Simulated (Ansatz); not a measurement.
Geometry optimisation, DFT PBE, scalar-relativistic, plane waves, PAW (Ansatz 0.2.0).

The input (input.yaml):

```yaml
crystal:
  lattice:
    - [5.769991, 0.0, 0.0]
    - [2.884996, 4.996959, 0.0]
    - [0.0, 0.0, 17.711178]
  atoms:
    - { symbol: Au, position: [0.1666667, 0.1666667, 0.0564615] }
    - { symbol: Au, position: [0.6666667, 0.1666667, 0.0564615] }
    - { symbol: Au, position: [0.1666667, 0.6666667, 0.0564615] }
    - { symbol: Au, position: [0.6666667, 0.6666667, 0.0564615] }
    - { symbol: Au, position: [-0.1666667, 0.3333333, 0.1894617] }
    - { symbol: Au, position: [0.3333333, 0.3333333, 0.1894617] }
    - { symbol: Au, position: [-0.1666667, 0.8333333, 0.1894617] }
    - { symbol: Au, position: [0.3333333, 0.8333333, 0.1894617] }
    - { symbol: Au, position: [0.0, 0.0, 0.3224618] }
    - { symbol: Au, position: [0.5, 0.0, 0.3224618] }
    - { symbol: Au, position: [0.0, 0.5, 0.3224618] }
    - { symbol: Au, position: [0.5, 0.5, 0.3224618] }
    - { symbol: Cu, position: [0.8178183, 0.8346647, 0.4489356] }
basis:
  ecutwfc: 420.0
kpoints:
  mp_grid: { grid: [3, 3, 1] }
hamiltonian:
  xc: pbe
  pseudopotentials: { kind: paw, azcp: { folder: soft_1 } }
scf:
  occupations: { method: fermi_dirac, width: 0.05 }
  lower_state_search: "off"
relax:
  f_tol: 0.08
  max_steps: 25
  adjacent_minimum: "off"
  constraints: [{ sites: [0, 1, 2, 3] }]
```

Launched with:

```bash
$ ansatz run input.yaml --threads 4 --pin off --max-ram 10240MiB --backend cpu --events-out ev --progress --plain --runs-dir out
```

Task: Where does it end, and by what steps?

Result: It converged. The force dipped under the threshold on the way, but the program's further checks kept it going. Limits of this set-up: coarse k mesh, thin slab, slab without dipole correction, a typed lattice constant that wasn't relaxed here. After 9 steps the energy has fallen by 0.806 eV; Au12 moved furthest, 1.05 Å.

```tsv
step	energy less start (eV)	largest force component (eV/Å)	accepted
0	0.0000	1.361	yes
1	-0.4185	0.415	yes
2	-0.5130	0.369	yes
3	-0.6274	0.288	yes
4	-0.7355	0.120	yes
5	-0.7980	0.056	yes
6	-0.7712	0.381	no
7	-0.8043	0.037	yes
8	-0.7954	0.266	no
9	-0.8065	0.014	yes
```

```xyz
13
Lattice="5.7700 0.0000 0.0000 2.8850 4.9970 0.0000 0.0000 0.0000 17.7112" Properties=species:S:1:pos:R:3
Au 1.442 0.833 1.000
Au 4.327 0.833 1.000
Au 2.885 3.331 1.000
Au 5.770 3.331 1.000
Au 0.032 1.662 3.925
Au 2.917 1.662 3.926
Au 1.475 4.161 3.747
Au 4.359 4.161 3.925
Au 0.022 0.016 6.592
Au 2.856 0.016 6.602
Au 1.438 2.470 6.597
Au 4.323 2.500 6.761
Cu 7.216 4.165 8.478
```

Whether the end is a true minimum wasn't checked by a vibrational analysis.

The run took 87 s on 4 threads of Arm Neoverse V2, with other jobs on the host, peak memory 1.7 GiB.
